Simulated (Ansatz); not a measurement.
Process, species as SMILES: [GeH3] (GeH3) → [GeH3-] (an electron is taken up)
B3LYP-D3(BJ)/def2-TZVP geometries, fixed; electronic energies without zero-point terms; positive where energy is released.

The adiabatic electron affinity at CCSD(T) with Ansatz (a first-principles code), in eV, split into its Hartree-Fock and correlation parts. Cores are frozen (with 3d on Ga to Br). Open shells are unrestricted. No added dispersion term, no relativity. Functions are those of the species that has most. These sets lack the diffuse functions that anions need.

```json
[
 {"basis": "cc-pVDZ", "X": "2", "functions": "42", "Hartree-Fock": "0.224", "CCSD(T)": "0.992"},
 {"basis": "cc-pVTZ", "X": "3", "functions": "85", "Hartree-Fock": "0.316", "CCSD(T)": "1.318"},
 {"basis": "cc-pVQZ", "X": "4", "functions": "158", "Hartree-Fock": "0.364", "CCSD(T)": "1.435"},
 {"basis": "cc-pV5Z", "X": "5", "functions": "269", "Hartree-Fock": "0.377", "CCSD(T)": "1.473"}
]
```

Worked estimate of the basis-set limit from each neighbouring pair, with Hartree-Fock from the larger set and the correlation part extrapolated as X^-3.
Correlation parts: X = 2: 0.768, X = 3: 1.002, X = 4: 1.071, X = 5: 1.096.
- (2,3): (27·(1.002) - 8·(0.768))/19 = 1.101; with Hartree-Fock 0.316 the estimate is 1.417 eV.
- (3,4): (64·(1.071) - 27·(1.002))/37 = 1.121; with Hartree-Fock 0.364 the estimate is 1.485 eV.
- (4,5): (125·(1.096) - 64·(1.071))/61 = 1.122; with Hartree-Fock 0.377 the estimate is 1.499 eV.
The last two estimates differ by 0.014 eV; the largest set lies 0.026 from the last. Over the last step Hartree-Fock moves by 0.013 and the correlation part by 0.025.
